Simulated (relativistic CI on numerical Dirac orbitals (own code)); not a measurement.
Computed by Dirac-Coulomb-Breit CI, KLI orbitals optimised for each configuration, model QED (radiative potential, 1s self-energy scaled to tabulated hydrogen-like ionisation energies), unscaled Slater integrals (own radial code, finite nucleus).

The strongest absorption lines from the ground level of an ion, among the configurations computed and to levels below about 157 eV (vacuum wavelength in nm, gf): 10.318 (0.54), 10.379 (0.43), 10.760 (1.7), 11.180 (0.92), 11.281 (9.4), 11.354 (14), 11.410 (4), 15.031 (0.15).

Problem. Which ion is it?
A. Te¹⁶⁺
B. Ba¹⁸⁺
C. Te¹⁴⁺
D. Xe¹⁶⁺

Solution. C. Te¹⁴⁺ has 38 electrons and the ground level 4s2.4p6.4d2 3F_2; the strongest line goes to 4s2.4p6.4d.4f 3G°_3. The pattern of lines fixes the number of electrons, and along that sequence the line energies rise steadily with the charge (about as its square where n changes within one kind of shell, about linearly where n is kept but much faster in heavy ions where fine structure, which grows about as Z⁴, sets the gap, and irregularly where shells cross), which fixes Z. Configurations outside the model, such as inner-shell arrays, can give stronger lines. At this charge energies of transitions that change n are usually good to better than 1 %, and those within a shell (Δn = 0) to a few per cent. Terms inside the open d or f shell come out 10 to 20 % too wide with unscaled integrals. Levels and lines within the n = 5 or 6 shells can be off by up to 10 % or somewhat more, and those that change n by about 2 %, since core polarisation is missing.

LS names give the leading component of a level, which can be under half, so a name can repeat, a term be missing and a line seem to break the LS rules.
